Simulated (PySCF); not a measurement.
An unknown is described by computed data only.

Formula: C3H4ClF3O.

| Property | Result |
| --- | --- |
| Rotational structure | rotational constants A, B, C: 3.689, 0.796, 0.753 GHz [GFN2-xTB] |
| Polarisability | 58.5 au [PBE0/def2-SVPD] |
| 1H NMR | chemical shifts (computed TMS as zero) by class: 4.35 (2 H), 3.86 (2 H) ppm [GIAO PBE0/pcSseg-1] |
| 13C NMR | chemical shifts (computed TMS as zero) by class: 130.8 (1 C), 73.4 (1 C), 49.2 (1 C) ppm [GIAO PBE0/pcSseg-1] |
| NMR, other nuclei | isotropic shieldings of nuclei other than C and H, by class: 223 (1 O), 249 (3 F), 852 (1 Cl) ppm [GIAO PBE0/pcSseg-1] |
| Triplet | lowest triplet excitation (Tamm–Dancoff): 6.64 eV [TDA PBE0/def2-SVPD] |

Electronic properties: PySCF, gas phase, density fitting. Levels stand in brackets. Geometry: GFN2-xTB, one conformer, isolated molecule. NMR values are class means; diastereotopic atoms form classes of their own.

Question: Propose a structure and show how it fits.

Answer: Numbering: `[F:1][C:2]([F:3])([F:4])[O:5][CH2:6][CH2:7][Cl:8]`. Its formula, C3H4ClF3O, gives 0 degrees of unsaturation, so no ring and no π bond. 3 carbons fall into 3 classes; from least to most shielded: CF3 carbon [C2] (130.8 ppm), sp3 carbon bound to oxygen [C6] (73.4 ppm), sp3 C–Cl carbon [C7] (49.2 ppm). Hydrogen classes from least to most shielded: 2 H on an sp3 carbon bound to oxygen, C6 (4.35 ppm), 2 H on an sp3 C–Cl carbon, C7 (3.86 ppm). The other shieldings belong to: 223 ppm, ether oxygen [O5]; 249 ppm, fluorine of a CF3 group [F1/F3/F4]; 852 ppm, alkyl chlorine [Cl8]. The optimised geometry has point group C1 and is an asymmetric top. Structure: `FC(F)(F)OCCCl`. Computed isomers that give other values at the same levels: `COC(F)(F)[C@H](F)Cl` (rotational constant A: 2.502 GHz; this holds for the one conformer computed). The assignments are read from this structure; whether some other isomer fits the data as well wasn't checked.

The values belong to the conformer `[F:1][C:2]([F:3])([F:4])[O:5][CH2:6][CH2:7][Cl:8]`: F1–C2–O5–C6 59°, C2–O5–C6–C7 -178°, O5–C6–C7–Cl8 71°.
